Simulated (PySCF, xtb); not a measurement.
Be(I)(SMe) (CH3BeIS), SMILES [S](C)[Be][I]. One conformer was computed; it need not be the lowest.

Harmonic wavenumbers (cm⁻¹) from GFN2-xTB (xtb 6.7.1) at its own minimum, in rising order: 49, 61, 169, 211, 288, 709, 941, 957, 962, 1321, 1446, 1457, 3040, 3049, 3051.

**Question.** What does PBE0-D3(BJ)/def2-SVP (PySCF) give at its own minimum? (Estimate from the structure and the level; the computed values follow.)

**Answer.** 58, 77, 201, 254, 314, 715, 958, 966, 990, 1336, 1453, 1457, 3078, 3195, 3196. Paired by order, the mean absolute difference is 36 cm⁻¹ and the zero-point energies are 25.3 and 26.1 kcal/mol.
